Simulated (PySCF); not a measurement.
Compound: C5H2N4OS.
Bonds: O1–C2 (double), C2–C3, C3–C4 (aromatic), C4–N5 (aromatic), N5–C6 (aromatic), C6–N7 (aromatic), N7–S8 (aromatic), S8–N9 (aromatic), N9–C10 (aromatic), C10–N11 (aromatic), C3–N11 (aromatic), C6–C10 (aromatic). Hydrogens: H12 on C2; H13 on C4.

The calculation used PySCF, PBE0-D3(BJ)/def2-SVP geometry optimisation, gas phase.

**Question.** Give the optimised bond lengths and angles.

**Answer.** 
| bond | length (bohr) |
| --- | --- |
| O1=C2 | 2.272 |
| C2–C3 | 2.821 |
| C3–C4 | 2.724 |
| C4–N5 | 2.463 |
| N5–C6 | 2.557 |
| C6–N7 | 2.514 |
| N7–S8 | 3.068 |
| S8–N9 | 3.063 |
| N9–C10 | 2.518 |
| C10–N11 | 2.548 |
| C3–N11 | 2.475 |
| C6–C10 | 2.740 |
| C2–H12 | 2.110 |
| C4–H13 | 2.070 |

A selection of angles:
| angle | degrees |
| --- | --- |
| O1–C2–C3 | 123.3 |
| C2–C3–C4 | 119.5 |
| C2–C3–N11 | 116.8 |
| C4–C3–N11 | 123.7 |
| C3–C4–N5 | 123.4 |
| C4–N5–C6 | 114.4 |
| N5–C6–N7 | 124.4 |
| N5–C6–C10 | 122.3 |
| N7–C6–C10 | 113.3 |
| C6–N7–S8 | 106.0 |
| N7–S8–N9 | 101.3 |
| S8–N9–C10 | 105.9 |
| N9–C10–N11 | 124.5 |
| C6–C10–N9 | 113.6 |
| C6–C10–N11 | 121.9 |
| C3–N11–C10 | 114.4 |

Torsions: O1–C2–C3–C4 0° (synperiplanar).

N7 (pyridine-type nitrogen) is bent (angle 106.0°). The 5-membered ring C6–N7–S8–N9–C10 has internal angles of 101.3° to 113.6° (sum 540°, against 540° for a flat polygon); it is planar, 0.00 Å rms from its mean plane, widest ring torsion 0°. The 6-membered ring C3–C4–N5–C6–C10–N11 has internal angles of 114.4° to 123.7°; it is planar, 0.00 Å rms from its mean plane, widest ring torsion 0°. The 11 heavy atoms lie in one plane (0.001 Å rms). N9 (pyridine-type nitrogen) is bent (angle 105.9°). Of the pairs four or more bonds apart, O1···H13 is among the closest relative to their van der Waals radii: 2.56 Å, 94 % of the sum of Bondi's values. N11 (pyridine-type nitrogen) is bent (angle 114.4°).

Point group: Cs (tolerance 0.08 Å). Stationary, but not proved a minimum. One conformer, not necessarily the lowest.
